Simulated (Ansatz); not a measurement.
Mulliken charges of AlBGeH$_{4}$, SMILES `[BH]1[AlH][GeH2]1` from B3LYP/def2-TZVPP in Ansatz (PBE0-D4/def2-TZVP geometry).

| atom | x (Å) | y (Å) | z (Å) | charge (e) |
| --- | --- | --- | --- | --- |
| B1 | -1.211 | -0.447 | -0.363 | -0.058 |
| Al2 | 0.514 | 0.059 | -1.237 | 0.146 |
| Ge3 | -0.151 | 0.033 | 1.164 | -0.073 |
| H4 | -2.329 | -0.828 | -0.455 | 0.062 |
| H5 | 1.727 | 0.386 | -2.195 | -0.083 |
| H6 | 0.241 | 0.283 | 2.627 | 0.061 |
| H7 | 1.269 | 0.446 | 0.413 | -0.054 |

Problem. By hand: the dipole of these point charges (1 e Å = 4.8032 D).

Solution. Σ q r = (-0.185, -0.058, 0.047) e Å, of length 0.199 e Å = 0.96 D.

Problem. How does the dipole of the full density compare? (Best estimate.)

Solution. Ansatz gave: (0.230, 0.080, 0.035) e Å, 1.18 D; the point charges give 0.81 times that, at 158° from its direction, so they point the opposite way.

Point charges leave out the atoms' own dipoles, such as those of lone pairs, and Mulliken's split depends on the basis, so the two needn't agree.

B3LYP here is the variant with VWN-RPA as its local correlation; programs differ in this.
